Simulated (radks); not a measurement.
Results of a calculation; reference values are marked as such.
The dysprosium ion Dy2+, configuration [Xe] 4f9 5d1 (not the ground configuration). Level of theory: non-relativistic Kohn-Sham, SCAN, spin-unpolarised, spherical densities, point nucleus; meta-GGA in the generalised Kohn-Sham scheme; relativity is left out, which matters for an element this heavy (a radial shooting solver on a logarithmic mesh with Libxc functionals).

Normalised radial functions P(r) = r R(r), r in bohr:

r	5s
0.001831	0.0510
0.002443	0.0652
0.003284	0.0827
0.004415	0.1025
0.005889	0.1227
0.007917	0.1411
0.01056	0.1515
0.0142	0.1458
0.01909	0.1130
0.02546	0.0460
0.03423	-0.0582
0.04565	-0.1718
0.06138	-0.2461
0.08252	-0.2013
0.1101	-0.0071
0.148	0.2577
0.1974	0.3564
0.2653	0.1024
0.3567	-0.3583
0.4758	-0.5249
0.6397	-0.1056
0.8532	0.5889
1.147	0.9935
1.542	0.8723
2.057	0.4882
2.766	0.1677
3.689	0.0339
4.959	0.0032
6.668	0.0001

5s: eigenvalue -60.536 eV, 4 radial nodes at r = 0.0293, 0.111, 0.284, 0.670 bohr, <r> = 1.38 bohr, 90 % of the charge inside 1.98 bohr.
